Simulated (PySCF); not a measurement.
**Frontier orbitals and the lowest excitations**

Species: C6H3ClO2S.
Atom-mapped SMILES: `[O:1]=[CH:2][c:3]1[cH:4][cH:5][c:6]([C:7](=[O:8])[Cl:9])[s:10]1` (hydrogens: H11 on C2; H12 on C4; H13 on C5)

Method used: TDDFT CAM-B3LYP/def2-SVPD, vertical, gas phase, core orbitals frozen in the response (PySCF 2.14.0, density-fitted response routines). One conformer (not necessarily the lowest) at the GFN2-xTB geometry, without solvent, vibrations or thermal averaging. Torsions of this conformer, `[O:1]=[CH:2][c:3]1[cH:4][cH:5][c:6]([C:7](=[O:8])[Cl:9])[s:10]1`: O1–C2–C3–C4 180°, C5–C6–C7–O8 180°.

Frontier orbitals with the atoms that hold most of them (Löwdin shares over 4%, at most four atoms; ? is withheld):

| orbital | ε (eV) | atoms |
| --- | --- | --- |
| HOMO-3 | -10.42 | O8 54%, Cl9 31%, C7 7%, C6 4% |
| HOMO-2 | -9.79 | O1 63%, C2 16%, H11 9%, C3 8% |
| HOMO-1 | -9.72 | S10 44%, C4 19%, C5 16%, C3 9% |
| HOMO | -9.39 | ? |
| LUMO | -2.39 | ? |
| LUMO+1 | -0.14 | C4 15%, C2 15%, C7 14%, C5 14% |
| LUMO+2 | 0.75 | S10 23%, C4 14%, Cl9 12%, C5 9% |

(1) Which atoms hold the LUMO, and with what shares?

(2) Which atoms hold the HOMO, and with what shares?

(3) How does S1 compare with the orbital gap of 6.99 eV?

(4) One configuration dominates each of S1, S2, S4 and S8. Which, and how do the shares of the two leading atoms of either orbital change from the occupied to the empty one?

Results:

(1) S10 (bonded to 2 C) 13%; C3 (bonded to 2 C and S) 12%; C6 (bonded to 2 C and S) 12%; C7 (bonded to C, Cl and O) 11%. By element: carbon 35% or more, sulfur 13%.

(2) C6 (bonded to 2 C and S) 24%; C3 (bonded to 2 C and S) 23%; C5 (bonded to 2 C and H) 12%; C4 (bonded to 2 C and H) 10%.

(3) S1 is at 3.64 eV (f = 0.0002), 3.35 eV below the gap, made of HOMO-2→LUMO (79%), HOMO-2→LUMO+1 (17%). Its leading pair isn't HOMO and LUMO; the energies of that pair differ by 7.40 eV. 

(4) 
- S1 (3.64 eV, f 0.0002), HOMO-2→LUMO (79%): O1 63% → at most 12%, C2 16% → at most 12%, S10 at most 5% → 13%, C3 8% → 12%
- S2 (4.42 eV, f 0.383), HOMO→LUMO (93%): C6 24% → 12%, C3 23% → 12%, S10 at most 11% → 13%
- S4 (4.50 eV, f 0.071), HOMO-1→LUMO (93%): S10 44% → 13%, C4 19% → at most 12%, C3 9% → 12%
- S8 (6.48 eV, f 0.119), HOMO→LUMO+1 (86%): C6 24% → at most 14%, C3 23% → at most 14%, C4 10% → 15%, C2 at most 11% → 15%
